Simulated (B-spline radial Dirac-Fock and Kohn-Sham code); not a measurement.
Relativistic shifts of the levels of Co⁶⁺

System: cobalt as Co⁶⁺, configuration [Ar] 3d3.

Both columns are ΔSCF binding energies of the configuration average from a B-spline atomic structure program: non-relativistic Hartree-Fock with a point nucleus, and Dirac-Fock with a finite nucleus and the Coulomb interaction alone, averaged over the two j levels with weights 2j+1.

| shell | Hartree-Fock (eV) | Dirac-Fock (eV) | shift (eV) | shift (%) |
| --- | --- | --- | --- | --- |
| 1s | 7787.4 | 7864.0 | +76.58 | +0.98 |
| 2s | 1058.9 | 1075.1 | +16.12 | +1.52 |
| 2p | 927.9 | 930.8 | +2.91 | +0.31 |
| 3s | 231.7 | 234.5 | +2.81 | +1.21 |
| 3p | 188.3 | 188.9 | +0.55 | +0.29 |
| 3d | 126.8 | 126.3 | -0.53 | -0.42 |

Relativity binds 1s, 2s, 2p, 3s, 3p more strongly, among those listed most of all 2s in relative terms, and 3d more weakly, because the contracted s and p shells screen the nucleus better.

Values without a named source are computed, but for edge energies of neutral atoms, which are taken from tables.
